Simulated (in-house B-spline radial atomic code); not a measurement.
# Sn II (Sn+): [Ar] 3d(5 up, 4 down) 4s2 4p6 4d10 5s2 5p(0 up, 1 down) 6p(0 up, 1 down) (an excited or competing configuration)

Computed with a radial B-spline atomic code at the basis-set limit: non-relativistic LC-wPBE, spin-polarised, spherical fractional occupations, point nucleus.

Effective charges: Z_r = [3n² - l(l+1)]/(2<r>) from the radius, Z_e = n√(-2ε) from the energy, and Slater's rules. Values are occupation-weighted means over spin.

```
shell  electrons   ε (eV)  <r> (bohr)    Z_r    Z_e  Slater
   1s          2   -28035     0.03042  49.31  45.39   49.70
   2s          2  -4191.7      0.1314  45.67  35.10   45.85
   2p          6  -3925.1      0.1121  44.62  33.97   45.85
   3s          2  -844.27      0.3501  38.56  23.63   38.75
   3p          6  -734.96      0.3406  36.69  22.05   38.75
   3d          9  -532.92      0.3106  33.81  18.78   29.20
   4s          2  -155.02      0.8323  28.83  13.50   23.10
   4p          6  -117.75      0.8769  26.23  11.77   23.10
   4d         10  -54.811        1.02  20.58   8.03   11.85
   5s          2  -27.564       2.195  17.08   7.12    7.00
   5p          1  -15.127       2.592  14.08   5.27    7.00
   6p          1  -4.1156        7.09   7.48   3.30    2.45
```

The least bound orbital is 6p down at -4.116 eV, and it is also the most diffuse (<r> = 7.09 bohr). The part-filled 3d shell lies below the filled 5s shell in orbital energy.

Caution: exact exchange at fractional occupations of open shells leaves self-interaction of up to several eV.
